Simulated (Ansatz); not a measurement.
C₆H₁₅Sb (SMILES C[CH2][Sb]([CH2]C)[CH2]C), singlet, geometry from GFN2-xTB (all electrons, no relativity). Base run: Ansatz (a program for electronic structure) with PBE/STO-3G.

The Ansatz input:
Ansatz 0.2 input:
```yaml
crystal:
  periodic: [false, false, false]
  atoms:
    - {symbol: Sb, position_ang: [0.10725866, -0.11992586, 0.76648752]}
    - {symbol: C, position_ang: [1.54951980, 1.07996593, -0.40079395]}
    - {symbol: C, position_ang: [1.00271374, 1.77588551, -1.62910883]}
    - {symbol: H, position_ang: [2.35757154, 0.40144392, -0.67203637]}
    - {symbol: H, position_ang: [1.95854869, 1.81702031, 0.28963567]}
    - {symbol: H, position_ang: [0.20323341, 2.46435250, -1.36330783]}
    - {symbol: H, position_ang: [0.61710146, 1.06069098, -2.35216813]}
    - {symbol: H, position_ang: [1.79135588, 2.35067076, -2.11630374]}
    - {symbol: C, position_ang: [-1.70727896, 0.29572666, -0.39706196]}
    - {symbol: C, position_ang: [-2.46373290, 1.49753350, 0.13356073]}
    - {symbol: H, position_ang: [-2.32837749, -0.59713445, -0.33110177]}
    - {symbol: H, position_ang: [-1.43650173, 0.44852646, -1.43899622]}
    - {symbol: H, position_ang: [-1.84866152, 2.39467661, 0.09127606]}
    - {symbol: H, position_ang: [-2.76177569, 1.34168515, 1.16895600]}
    - {symbol: H, position_ang: [-3.36318921, 1.67643585, -0.45586106]}
    - {symbol: C, position_ang: [0.53808374, -2.02815977, -0.24125513]}
    - {symbol: C, position_ang: [0.50131655, -1.98731332, -1.75422246]}
    - {symbol: H, position_ang: [-0.18763673, -2.74775464, 0.13627530]}
    - {symbol: H, position_ang: [1.52224383, -2.34231202, 0.10512045]}
    - {symbol: H, position_ang: [1.23479501, -1.28420270, -2.14251806]}
    - {symbol: H, position_ang: [-0.48445736, -1.69856902, -2.11212692]}
    - {symbol: H, position_ang: [0.73182667, -2.97114164, -2.16441740]}
basis:
  gaussian:
    orbitals: STO-3G
hamiltonian:
  xc: pbe
```

Variants of this job, named by their change:

```csv
change,ΔE vs base (kcal/mol)
base,0.000
"point_charge = charge:1.0 position_ang:5.4738, 2.482, -3.4143",-0.009
lower_state_search = off,0.000
lower_state_search = light,0.000
lower_state_search = full,0.000
"point_charge = charge:0.5 position_ang:1.9613, -1.9919, -6.6793",0.258
"final_grid = 4, 8, 17",(withheld)
"final_grid = 14, 28, 59",0.001
forces = on,0.000
"final_grid = 6, 12, 29",(withheld)
```

Task: Some entries are withheld; supply them.

Result: 
- final_grid = 4, 8, 17, ΔE vs base (kcal/mol): -1.07
- final_grid = 6, 12, 29, ΔE vs base (kcal/mol): 0.041
